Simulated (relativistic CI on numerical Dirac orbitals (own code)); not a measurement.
## Crystal-field levels of Re⁶⁺, 5d

Calculated by Dirac-Coulomb-Breit CI, separate exchange-only KLI orbitals for each configuration, model QED (radiative potential, 1s self-energy scaled to tabulated hydrogen-like ionisation energies), valence Slater integrals scaled by 0.9, one configuration in a parametric crystal field (own radial code).

Field parameters in Wybourne normalisation: D3d B²₀ = −7Dσ, B⁴₀ = −14Dq − 21Dτ, B⁴₃ = −14√(10/7) Dq. The field is a parameter set, without covalency.

S is read from ⟨S²⟩ = S(S + 1).

Levels (cm⁻¹, degeneracy): 0 (2), 1993 (2), 8138 (2), 38878 (2), 38991 (2).

(1) Which field gives this pattern?
A. D3d, 10Dq = 33850, Dσ = -760, Dτ = 140 cm⁻¹
B. D3d, 10Dq = 33850, Dσ = -110, Dτ = 140 cm⁻¹
C. D3d, 10Dq = 33850, Dσ = 330, Dτ = 140 cm⁻¹
D. D3d, 10Dq = 33850, Dσ = 550, Dτ = 140 cm⁻¹

Answers

(1) D. D3d, 10Dq = 33850, Dσ = 550, Dτ = 140 cm⁻¹, ground level with S = 0.50.
